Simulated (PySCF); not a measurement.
Delta-SCF ions had no search for a lower state. Excitations are Tamm–Dancoff values on a coarser integration grid. The basis has no diffuse functions, so Rydberg states are missing or too high.

# cyclo[16]carbon `C1#CC#CC#CC#CC#CC#CC#CC#C1` (charge 0, multiplicity 1)

Calculation: CAM-B3LYP-D3(BJ)/def2-SVP run with PySCF.

The HOMO is -7.44 eV and the dipole moment is 0.001 e·Å. The LUMO is -2.67 eV. The HOMO–LUMO gap comes out as 4.77 eV and the S1 excitation (TDA) comes out as 1.92 eV. The S1 oscillator strength comes out as 0.000, the T1 excitation (TDA) is 1.51 eV and the S1–T1 gap (TDA) comes out as 0.41 eV. The vertical ionisation energy (Delta-SCF) comes out as 8.08 eV and the vertical electron affinity (Delta-SCF) is 2.04 eV. The total energy is -608.3424 Ha and the cost is around 12 core-minutes (rough).

Bonds (Å): C1–C2 1.225, C1–C16 1.371, C2–C3 1.371, C3–C4 1.225, C4–C5 1.371, C5–C6 1.225, C6–C7 1.371, C7–C8 1.225, C8–C9 1.371, C9–C10 1.225, C10–C11 1.371, C11–C12 1.225, C12–C13 1.371, C13–C14 1.225, C14–C15 1.371, C15–C16 1.225. Bond angles (°): C2–C1–C16 160.8, C1–C2–C3 154.2, C2–C3–C4 160.9, C3–C4–C5 154.1, C4–C5–C6 160.8, C5–C6–C7 154.2, C6–C7–C8 160.8, C7–C8–C9 154.2, C8–C9–C10 160.8, C9–C10–C11 154.2, C10–C11–C12 160.8, C11–C12–C13 154.2, C12–C13–C14 160.8, C13–C14–C15 154.2, C14–C15–C16 160.8, C1–C16–C15 154.2.
